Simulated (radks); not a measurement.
Spin polarisation of the 5p3 shell in Sb. Start: [Kr] 4d10 5s2 5p(up 1.5, down 1.5); electrons of 5p are moved from spin down to spin up, other shells keep equal spins. Calculated with a radial shooting solver on a logarithmic mesh with Libxc functionals: scalar-relativistic Kohn-Sham, BLYP, spin-polarised, spherical densities, finite nucleus; Fermi nuclear charge, rms radius of each element as measured or else 0.836 A^(1/3) + 0.57 fm.

moment (Bohr magnetons),E - E(0) (eV),e(5p up) (eV),e(5p down) (eV),5s down minus up (eV),4d down minus up (eV)
0,0.000,-4.691,-4.691,0.000,0.000
0.75,-0.071,-4.862,-4.487,0.380,0.063
1.5,-0.280,-4.995,-4.258,0.749,0.126
2.25,-0.621,-5.090,-4.010,1.099,0.187
3,-1.088,-5.150,-3.737,1.430,0.246

At moment 3 the spin-polarisation energy is -1.088 eV and the 5p exchange splitting 1.414 eV, that is 0.471 eV per Bohr magneton; E = -I m^2/4 would give I = 0.483 eV.
